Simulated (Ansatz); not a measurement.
Consider the formal exchange of groups at a B–Sn bond: `N[BH][SnH3]` + `NC1C=C1` → `NBC1C=C1` + `[NH2][SnH3]`.

Computed with Ansatz on PBE0-D4/def2-TZVP structures; ΔE is electronic, products minus reactants. CCSD(T)/CBS adds triple-zeta CCSD(T) − MP2 to the extrapolated MP2 energy (def2 sets, frozen cores). Functionals use def2-TZVPP. Elements past krypton have def2 core potentials. For Sn outer-core shells are correlated without core-valence functions, which leaves a few kJ/mol of doubt a bond. One conformer a species, not always the lowest.

```tsv
level	ΔE (kJ/mol)
CAM-B3LYP-D4	-54.0
ωB97M-V	-54.0
PBE-QIDH	-51.0
HF/def2-SVP	-41.8
HF/def2-TZVPP	-59.8
MP2/def2-TZVPP	-59.1
HF/def2-QZVPP	-60.8
CCSD/CBS(def2)	-55.7
```

Question: What does CCSD(T)/CBS give? (Estimate.)

Answer: Ansatz gave: -55.8 kJ/mol. The listed levels differ from it by 1.8, 1.8, 4.8, 14.0, -4.0, -3.3, -5.0, 0.1 kJ/mol.

Question: What do rigid-rotor, harmonic-oscillator terms from PBE0-D4/def2-TZVP frequencies (298.15 K, 1 bar) make of the CCSD(T)/CBS value? (Best estimate.)

Answer: The calculation gave: ΔZPE = -4.4 kJ/mol, ΔH = -59.7 kJ/mol, ΔS = 1 J/(mol·K), ΔG = -59.9 kJ/mol.

Largest T1 diagnostic among the species: 0.014.

Leaving LDA and LC-ωPBE aside and taking each functional with its dispersion term where it has one, the values, not all of them listed here, spread over 15.6 kJ/mol, from B97M-V to PBE-D4. LDA lies +8.4 kJ/mol from PBE without D4. At CCSD(T), def2-SVP lies +16.0 kJ/mol from the extrapolated value and def2-TZVPP +1.4 kJ/mol.
